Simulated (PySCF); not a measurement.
## O⁺ (oxygen, charge +1): UHF calculation

Configuration: [He] 2s2 2p3, high-spin 4S determinant. Computed with PySCF 2.14 in jorge-DZP-DKH, with scalar relativity by spin-free X2C-1e.

```json
{
  "Total energy": "-74.416621 hartree",
  "One-electron energy": "-98.4915 hartree",
  "Hartree (Coulomb) energy": "31.9912 hartree",
  "Exchange energy": "-7.9164 hartree",
  "⟨S²⟩": "3.7545",
  "⟨L²⟩": "0.000",
  "Sum of ⟨r⟩": "5.827 bohr",
  "Sum of ⟨r²⟩": "7.413 bohr²",
  "Langevin diamagnetic susceptibility": "-5.87 ×10⁻⁶ cm³/mol",
  "Time after the integrals": "0.07 s of wall time on 1 thread of Intel(R) Xeon(R) Platinum 8375C CPU @ 2.90GHz (shared host)"
}
```

```tsv
shell	electrons	mean orbital energy (eV)	rms radius, mean of both spins (bohr)
1s α	1	-583.27	0.230
1s β	1	-579.63	0.230
2s α	1	-56.429	1.21
2s β	1	-41.762	1.21
2p α	3	-36.260	1.21
```
